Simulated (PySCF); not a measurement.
BeO, SMILES [Be]=[O]. Geometry optimised at PBE-D3(BJ)/def2-TZVPD.

Q: Give the equilibrium geometry at PBE-D3(BJ)/def2-TZVPD (PySCF confirms it by a frequency run) as a Z-matrix, and its point group. (An estimate is asked for; the answer gives what the named calculation found.)

A: point group C∞v.
```
Be
O 1 1.3426
```
